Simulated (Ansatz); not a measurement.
One change: `NBO` becomes `[NH2][InH][OH]`.

Ansatz, PBE0-D4/def2-TZVP geometries, multiplicity 1. Each molecule was computed in one conformer, which needn't be the lowest.

Elements past krypton have def2 core potentials.

| property | `NBO` |
| --- | --- |
| LUMO energy (PBE0/def2-TZVPP) / eV | 1.14 |
| HOMO–LUMO gap (PBE/def2-TZVPP) / eV | 6.62 |
| LUMO energy (B3LYP/def2-TZVPP) / eV | 0.76 |
| LUMO energy (ωB97M-V/def2-TZVPP) / eV | 2.44 |
| HOMO–LUMO gap (PBE0/def2-TZVPP) / eV | 8.91 |
| HOMO–LUMO gap (B3LYP/def2-TZVPP) / eV | 8.27 |

(1) Give the same properties after the change, and the shifts. (An estimate is asked.)

## Answers

(1) Computed: 
```tsv
property	`[NH2][InH][OH]`	shift
LUMO energy (PBE0/def2-TZVPP) / eV	-0.79	-1.93
HOMO–LUMO gap (PBE/def2-TZVPP) / eV	4.24	-2.38
LUMO energy (B3LYP/def2-TZVPP) / eV	-1.09	-1.85
LUMO energy (ωB97M-V/def2-TZVPP) / eV	0.59	-1.85
HOMO–LUMO gap (PBE0/def2-TZVPP) / eV	6.33	-2.58
HOMO–LUMO gap (B3LYP/def2-TZVPP) / eV	5.81	-2.46
```

With PBE0 the HOMO rises by 0.63 eV and the LUMO falls by 1.93 eV, so the gap narrows by about 2.56 eV. PBE moves the HOMO by 0.55 eV and ωB97M-V by 0.66 eV.

B3LYP here is the variant with VWN-RPA as its local correlation; programs differ in this.
